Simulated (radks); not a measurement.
Polarisability of the tin ion Sn+, [Kr] 4d10 5s2 5p1, at imaginary frequency. Calculated with a radial shooting solver on a logarithmic mesh with Libxc functionals: scalar-relativistic Kohn-Sham, exchange-only LDA, spin-polarised, spherical densities, finite nucleus; open shells are filled with parallel spins first (spin-orbit coupling, left out, can overturn this in heavy ions); Fermi nuclear charge, rms radius 4.6519 fm. Response by self-consistent Sternheimer equations with the Hartree and adiabatic exchange-only LDA kernel, the relativistic mass of each level held fixed and spin-orbit coupling left out.

w (hartree),alpha1(iw) (bohr^3)
0.00266,27.70
0.0143,27.64
0.0360,27.34
0.0697,26.42
0.118,24.39
0.186,20.97
0.280,16.50
0.413,11.90
0.605,8.028
0.892,5.198
1.35,3.250
2.12,1.893
3.59,0.9345
6.94,0.3377
17.5,0.07411

Static values: alpha1 = 27.70 bohr^3 (4.104 angstrom^3; uncoupled 46.64). C6 = 214.8, triple-dipole C9 = 4129 atomic units. One-pole (London) frequency 4 C6 / (3 alpha1^2) = 0.373 hartree, against 0.364 for minus the highest occupied eigenvalue.
